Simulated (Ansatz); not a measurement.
CH6ClFO2Si2, SMILES `CO[SiH](F)O[SiH2]Cl`. Charge 0, multiplicity 1. The structure was optimised at the PBE0-D4/def2-TZVP level. It is one conformer, not always the lowest.

```xyz
13

C     1.769    0.926   -0.791
O     0.764    0.146   -1.405
Si   -0.822    0.224   -1.115
F    -1.482   -0.893   -2.022
O    -1.185   -0.085    0.437
Si   -1.117   -1.072    1.725
Cl    0.833   -1.321    2.313
H     2.708    0.731   -1.309
H     1.547    1.996   -0.864
H     1.884    0.656    0.262
H    -1.405    1.530   -1.458
H    -1.842   -0.432    2.840
H    -1.652   -2.407    1.388
```

Question: What is the dipole moment at r2SCAN/def2-TZVPP? (Best estimate.)

Answer: Ansatz gave: 1.71 D, with components (0.26, 1.46, 0.86) D in this frame, pointing from negative to positive charge.

Question: And with PBE, B3LYP, ωB97M-V? (Estimate.)

Answer: The calculation gave: PBE 1.66 D, B3LYP 1.78 D, ωB97M-V 1.76 D.

Question: Give the Mulliken charges with r2SCAN, B3LYP, PBE in def2-TZVPP. (Estimate.)

Answer: Computed: 
```json
{"atom": "C1", "r2SCAN": "0.00", "B3LYP": "-0.12", "PBE": "-0.14"}
{"atom": "O2", "r2SCAN": "-0.36", "B3LYP": "-0.35", "PBE": "-0.28"}
{"atom": "Si3", "r2SCAN": "0.76", "B3LYP": "0.75", "PBE": "0.62"}
{"atom": "F4", "r2SCAN": "-0.31", "B3LYP": "-0.31", "PBE": "-0.27"}
{"atom": "O5", "r2SCAN": "-0.39", "B3LYP": "-0.36", "PBE": "-0.27"}
{"atom": "Si6", "r2SCAN": "0.58", "B3LYP": "0.54", "PBE": "0.45"}
{"atom": "Cl7", "r2SCAN": "-0.25", "B3LYP": "-0.25", "PBE": "-0.22"}
{"atom": "H8", "r2SCAN": "0.07", "B3LYP": "0.12", "PBE": "0.11"}
{"atom": "H9", "r2SCAN": "0.06", "B3LYP": "0.10", "PBE": "0.10"}
{"atom": "H10", "r2SCAN": "0.06", "B3LYP": "0.10", "PBE": "0.09"}
{"atom": "H11", "r2SCAN": "-0.09", "B3LYP": "-0.09", "PBE": "-0.09"}
{"atom": "H12", "r2SCAN": "-0.07", "B3LYP": "-0.06", "PBE": "-0.05"}
{"atom": "H13", "r2SCAN": "-0.06", "B3LYP": "-0.05", "PBE": "-0.05"}
```

B3LYP here is the variant with VWN-RPA as its local correlation; programs differ in this.
